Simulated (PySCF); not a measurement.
**Electron correlation in Rh⁴³⁺ (rhodium, charge +43)**

1s2, closed-shell 1S. All numbers are calculated (PySCF 2.14, the spin-free X2C one-electron Hamiltonian (Gaussian nucleus), in an uncontracted even-tempered set (17 s from 79 bohr⁻², ratio 2.2; 7 p from 120 bohr⁻², ratio 2.4; 4 d from 360 bohr⁻², ratio 2.4; 3 f from 540 bohr⁻², ratio 2.4; 3 g from 810 bohr⁻², ratio 2.4)). Frozen: nothing; 2 electrons correlated; the 8 highest virtual orbitals of each spin left out.

With two correlated electrons CCSD is exact within the correlated space (frozen core and kept virtual orbitals).

```
level  correlation energy (mhartree)
 CCSD                         -54.72
```

Diagnostics: T1 = 2.7e-06, D1 = 0.0000, largest double amplitude 0.001.

Problem. Is a single reference adequate?

Solution. Yes, within this model without spin-orbit coupling: T1 lies below 0.03 and no double amplitude reaches 0.07.

At this charge the one-electron X2C treatment keeps the bare 1/r₁₂, with no two-electron picture change or Breit term. That inflates the 1s pair energies well beyond their four-component values; and a scalar Hamiltonian misses the large spin-orbit splitting of the p shells, which matters for ns² → np² pairs.
